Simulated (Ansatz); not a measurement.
Basis-set extrapolation for `B[O][Al]([Cl])[Cl]` (PBE0-D4/def2-TZVP geometry, frozen core, the Gaussian-basis code of Ansatz). Multiplicity 1, RHF reference.

|  | def2-TZVPP | def2-QZVPP |
| --- | --- | --- |
| HF | -1261.959792 | -1261.997568 |
| MP2 correlation | -0.771256 | -0.842602 |
| CCSD(T) correlation | -0.849393 | not run |

Energies in hartree. Use E(X) = E(∞) + A·exp(−7.88·√X) for Hartree–Fock and E(X) = E(∞) + B·X^(−2.97) for correlation, with X = 3 and 4, and add CCSD(T) minus MP2 of the smaller set to the MP2 limit.

Q: What is the CCSD(T) energy at the basis-set limit?

A: HF limit: -1261.997568 + (-0.037776) × 0.13774 = -1262.00277. MP2 limit: -0.842602 + (-0.071346) × 0.74074 = -0.89545. Higher-order term: -0.849393 − (-0.771256) = -0.07814. Total: -1262.97636 hartree, 438.9 kJ/mol below CCSD(T)/def2-TZVPP.
